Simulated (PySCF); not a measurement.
Simulated F 1s region for cis-Ge(NH3)2F4 (`[NH3]->[Ge](<-[NH3])([F])([F])([F])[F]`), binding energy against the vacuum level.

Every computed line was given a Gaussian of 0.7 eV full width at half maximum and an area set by the number of equivalent atoms; the highest printed point is 100. Method: delta-SCF UKS SCAN, pcX-2 on the ionised atom, pcseg-1 elsewhere, spin-free X2C in PySCF 2.14.0.

binding energy (eV), intensity and a bar:
```
    689.6          0 
    689.7          1 
    689.8          2 #
    689.9          5 ##
    690.0         12 ###
    690.1         22 #######
    690.2         37 ###########
    690.3         56 #################
    690.4         76 #######################
    690.5         93 ############################
    690.6        100 ##############################
    690.7         97 #############################
    690.8         83 #########################
    690.9         64 ###################
    691.0         44 #############
    691.1         27 ########
    691.2         15 ####
    691.3          7 ##
    691.4          3 #
    691.5          1 
    691.6          0
```

Problem. How many maxima does the curve show, and how many computed lines lie under it?

Solution. The curve has 1 maximum (at 690.6 eV). Under it lie 2 lines from 2 inequivalent fluorine sites. At this width some lines have no maximum of their own.

Problem. Decompose the envelope and assign each component. Bonds: Ge1–N2, Ge1–F6, Ge1–N7, Ge1–F11, Ge1–F12, Ge1–F13. Hydrogens: H3, H4, H5 on N2; H8, H9, H10 on N7.

Solution. 
| position (eV) | relative area | line | atoms | environment |
| --- | --- | --- | --- | --- |
| 690.60 | 2 | F 1s | F6/F11 | fluorine bonded to Ge |
| 690.63 | 2 | F 1s | F12/F13 | fluorine bonded to Ge |

Problem. What are the centre and the root-mean-square width of the whole band?

Solution. The area-weighted mean of the lines is 690.62 eV. Their own spread about it is 0.02 eV (rms) and each Gaussian has σ = 0.7/2.355 = 0.30 eV; the variances add, which gives 0.30 eV.

Problem. Above which line width would these two lines show one maximum?

Solution. Two equal Gaussians merge once their distance is under 2σ = FWHM/1.177. With 0.03 eV between them that is a full width over 0.04 eV.

The 2 F 1s values lie within 0.03 eV of each other; Gaussian lines of 0.5 eV full width would blend them into one maximum.

No satellites, vibrations or lifetime broadening are included. Atoms equivalent by their bonding share one computed value, that of the first of them. Geometry: PBE0-D3(BJ)/def2-SVP; no solvent, vibrations or thermal averaging.
